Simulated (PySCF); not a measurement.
A structure optimised at PBE-D3(BJ)/def2-SVP, used in a PySCF frequency run:

```xyz
9

B     -0.1344    -0.1422     0.0000
Cl    -0.5279    -1.8747     0.0000
O     -1.1694     0.7291     0.0000
C     -0.9798     2.1381     0.0000
H     -0.4208     2.4687     0.9021
H     -1.9770     2.6179     0.0000
H     -0.4208     2.4687    -0.9021
S      1.5969     0.4474     0.0000
H      2.1484    -0.7950     0.0000
```

Question: Write its SMILES, formula and point group.

Answer: COB(S)Cl, CH4BClOS, Cs

Question: What are its rotational constants (standard atomic weights)?

Answer: 3.7572, 2.3331, 1.4529 GHz
